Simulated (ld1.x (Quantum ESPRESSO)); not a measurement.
# boron: TM pseudisation with revPBE, non-relativistic reference atom.

B (Z = 5), norm-conserving Troullier–Martins (Kleinman–Bylander form), made with ld1.x (Quantum ESPRESSO) 7.5 (revPBE, non-relativistic). Core [He], reference 2s1 2p0 (charge +2). Waves: 2s (bound): rc 1.10 bohr; 2p (bound, empty): rc 1.22 bohr; 3d channel at 0.25 Ry: rc 0.98 bohr. Local part: all-electron potential smoothed inside 1.06 bohr (lloc = -2). Core correction: none.

* Cutoffs needed: 21 Ry and 60 Ry (the cutoffs (Ry, on a coarse ladder) from which the occupation-weighted sum of valence levels, in a spherical-Bessel basis at the reference potential, stays within 10 and 1 mRy of its value at 400 Ry) The cutoffs count occupied waves only; the empty 2p level needs 45 Ry at the loose tolerance.
* Ghost test: no extra level below or beside the all-electron valence levels (s, p, d, f tested) (spherical-Bessel basis up to 400 Ry, 20 bohr box)
* Largest excitation error: +316 meV (all-electron minus pseudo) for 2s0 2p3, out of 7 test configurations
